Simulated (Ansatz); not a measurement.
Ansatz results at the PBE0-D4/def2-TZVP geometry: HOMO energy (ωB97M-V/def2-TZVPP) -9.07 eV; size of the dipole moment (ωB97M-V/def2-TZVPP) 0.66 D; HOMO energy (PBE/def2-TZVPP) -5.66 eV.

Each molecule was computed in one conformer, which needn't be the lowest.

Question: Which molecule gave them?
A. `SC1CO[SiH2]1`
B. `FC1=[CH][GeH2][CH2]1`
C. `S[SiH]1CCO1`
D. `[SiH3]O/C=C\S`

Answer: A. The others give `FC1=[CH][GeH2][CH2]1`: -9.68, 1.37, -6.30; `S[SiH]1CCO1`: -9.90, 1.67, -6.38; `[SiH3]O/C=C\S`: -8.16, 1.85, -4.96.
